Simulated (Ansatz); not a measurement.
CH$_{4}$FNOSi (`OC1(F)N[SiH2]1`) at its PBE0-D4/def2-TZVP geometry, where that method's forces vanish. The species carries charge 0 and has multiplicity 1.

```xyz
9

O     1.7365    0.0621   -0.5869
C     0.4540    0.3819   -0.2699
F     0.2532    1.7395   -0.4412
N    -0.0803   -0.0975    0.9729
Si   -1.0323   -0.7091   -0.3395
H     2.3077    0.3156    0.1501
H    -0.2817    0.5587    1.7145
H    -2.3290   -0.0763   -0.6681
H    -1.0281   -2.1749   -0.5319
```

Problem. What forces (eV/Å) does PBE-D4/def2-TZVPP give on these atoms in Ansatz? (Estimate.)

Solution. Computed: 
```
O1   0.305 -0.317 -0.562
C2  -0.009 -0.211  0.029
F3  -0.152  0.817 -0.142
N4   0.125 -0.260  0.352
Si5 -0.309 -0.252 -0.272
H6   0.293  0.111  0.368
H7  -0.083  0.224  0.273
H8  -0.154  0.079 -0.044
H9  -0.015 -0.191 -0.002
```
